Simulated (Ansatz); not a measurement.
The same path of a periodic cell of 63 atoms, GaSi₆₂ (host Si, host structure diamond, dopant Ga, one Si atom removed) was run twice with different band settings. Lost on the way: Si25–Ga44, Si37–Ga44, Si43–Ga44. Made: Ga44–Si50, Ga44–Si54, Ga44–Si63.

Level of theory: DFT PBE, scalar-relativistic, plane waves, PAW in Ansatz 0.2.0. Settings: PAW set soft_1, cutoff 420 eV, k mesh 1x1x1, fermi-dirac smearing 0.05 eV, spin collinear.

Relaxed end points:

```xyz
63
Lattice="10.8600 0.0000 0.0000 0.0000 10.8600 0.0000 0.0000 0.0000 10.8600" Properties=species:S:1:pos:R:3
Si 5.416 -0.005 0.011
Si 6.790 1.345 1.368
Si 8.140 2.722 0.014
Si 9.507 4.075 1.345
Si 8.152 -0.015 2.723
Si 9.516 1.329 4.091
Si -0.014 -0.019 -0.025
Si 1.367 1.345 1.342
Si 2.704 2.722 -0.013
Si 4.072 4.065 1.354
Si 5.413 5.434 -0.014
Si 6.791 6.770 1.342
Si 8.160 8.149 -0.025
Si 9.503 9.495 1.353
Si 2.729 -0.003 2.695
Si 4.083 1.346 4.074
Si 5.429 2.709 2.713
Si 6.794 4.055 4.074
Si 8.141 5.411 2.694
Si 9.500 6.758 4.046
Si 5.440 -0.014 5.434
Si 6.806 1.331 6.798
Si 8.151 2.696 5.434
Si 9.502 4.066 6.784
Si 8.146 -0.006 8.220
Si 9.500 1.375 9.521
Si -0.014 5.465 -0.046
Si 1.345 6.790 1.340
Si 2.672 8.151 -0.043
Si 4.063 9.490 1.345
Si 0.001 2.711 2.712
Si 1.371 4.078 4.077
Si 2.705 5.434 2.698
Si 4.060 6.769 4.076
Si 5.428 8.139 2.712
Si 6.810 9.482 4.094
Si 0.081 -0.009 5.428
Si 1.378 1.372 6.785
Si 2.729 2.722 5.426
Si 4.062 4.076 6.791
Si 5.414 5.408 5.423
Si 6.762 6.757 6.785
Si 8.146 8.055 5.432
Ga 9.509 9.488 6.791
Si 2.694 -0.020 8.131
Si 4.061 1.344 9.513
Si 5.427 2.712 8.146
Si 6.793 4.078 9.514
Si 8.157 5.444 8.131
Si 9.537 6.846 9.432
Si -0.003 8.142 2.708
Si 1.382 9.496 4.046
Si -0.013 5.445 5.440
Si 1.281 6.853 6.824
Si 2.690 8.148 5.443
Si 4.070 9.494 6.785
Si -0.003 2.715 8.140
Si 1.349 4.083 9.489
Si 2.670 5.469 8.126
Si 4.054 6.792 9.488
Si 5.425 8.142 8.141
Si 6.767 9.497 9.522
Si 1.293 9.464 9.436
```

```xyz
63
Lattice="10.8600 0.0000 0.0000 0.0000 10.8600 0.0000 0.0000 0.0000 10.8600" Properties=species:S:1:pos:R:3
Si 5.439 0.015 -0.008
Si 6.796 1.349 1.370
Si 8.130 2.706 -0.008
Si 9.498 4.073 1.357
Si 8.153 -0.008 2.729
Si 9.516 1.316 4.114
Si -0.001 0.026 0.021
Si 1.358 1.375 1.371
Si 2.708 2.730 -0.007
Si 4.070 4.075 1.355
Si 5.415 5.437 -0.007
Si 6.770 6.787 1.371
Si 8.119 8.146 0.021
Si 9.503 9.502 1.360
Si 2.707 0.015 2.724
Si 4.085 1.349 4.081
Si 5.427 2.718 2.712
Si 6.796 4.060 4.081
Si 8.130 5.438 2.724
Si 9.512 6.803 4.092
Si 5.444 -0.008 5.438
Si 6.829 1.316 6.801
Si 8.153 2.701 5.438
Si 9.503 4.070 6.788
Si 8.211 -0.066 8.109
Si 9.512 1.338 9.487
Si -0.016 5.454 -0.024
Si 1.348 6.797 1.343
Si 2.691 8.161 -0.024
Si 4.072 9.507 1.357
Si -0.008 2.709 2.721
Si 1.358 4.059 4.055
Si 2.708 5.437 2.700
Si 4.086 6.787 4.055
Si 5.436 8.153 2.721
Si 6.829 9.489 4.114
Si -0.036 -0.066 5.496
Si 1.342 1.338 6.797
Si 2.707 2.706 5.415
Si 4.072 4.073 6.783
Si 5.439 5.438 5.415
Si 6.807 6.803 6.797
Si 8.211 8.181 5.496
Ga 10.854 8.151 8.139
Si 2.736 0.026 8.144
Si 4.086 1.375 9.503
Si 5.436 2.709 8.137
Si 6.770 4.059 9.503
Si 8.119 5.409 8.144
Si 9.418 6.790 9.500
Si -0.003 8.148 2.714
Si 1.342 9.493 4.092
Si -0.001 5.409 5.404
Si 1.355 6.790 6.703
Si 2.736 8.146 5.404
Si 4.075 9.502 6.788
Si -0.003 2.716 8.142
Si 1.348 4.087 9.493
Si 2.691 5.454 8.129
Si 4.058 6.797 9.493
Si 5.429 8.148 8.142
Si 6.807 9.493 9.487
Si 1.355 9.587 9.500
```

Common settings: movable images 3; climbing image yes; spring 5.0 eV/Å²; optimiser quadratic models (default); force threshold 0.05 eV/Å; end points relaxed.

| run | start path | iteration limit | theory |
| --- | --- | --- | --- |
| 1 | IDPP | 80 | DFT PBE, scalar-relativistic, plane waves, PAW PAW set soft_1, cutoff 420 eV, k mesh 1x1x1, fermi-dirac smearing 0.05 eV, spin collinear |
| 2 | default | 50 | DFT PBE, scalar-relativistic, plane waves, PAW PAW set soft_1, cutoff 250 eV, k mesh 1x1x1, fermi-dirac smearing 0.05 eV, spin collinear |

What does each run give, and how far can it be trusted?

Run 1: converged after 4 iterations, highest image 0.106 eV above the first end. By the program's own check the climbing image is a first-order saddle point (lowest curvatures found: -0.33 and 1.13 eV/Å²).
Run 2: converged after 4 iterations, highest image 0.094 eV above the first end. The order of the point at the top wasn't checked. The plane-wave cutoff is below what these datasets need, so energies and pressures aren't converged.
Limits of this set-up: coarse k mesh, a typed lattice constant that wasn't relaxed here.
